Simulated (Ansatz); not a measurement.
A structure relaxed at r2SCAN-D4/def2-SVPD in Ansatz, charge -1, singlet:

```xyz
7

Zn    0.978   -0.222   -2.044
Zn   -0.920    0.300    2.062
I    -0.725    1.788    4.088
I    -0.405   -2.259   -2.445
I    -2.428   -1.639    1.630
I     2.673    0.905   -3.531
I     0.828    1.127    0.240
```

Q: Give its formula.

A: Zn2I5⁻.

Q: Summarise the bond lengths by kind (pairs closer than 1.2 times the sum of covalent radii, bridged metal pairs left out).

A: 6 × I–Zn 2.49 to 2.66 Å.

In the def2 sets I takes a core potential; there is no spin–orbit coupling. Another isomer (singlet) lies 0.55 eV lower at PBE0-D4/def2-SVP; other spin states weren't run for this one.
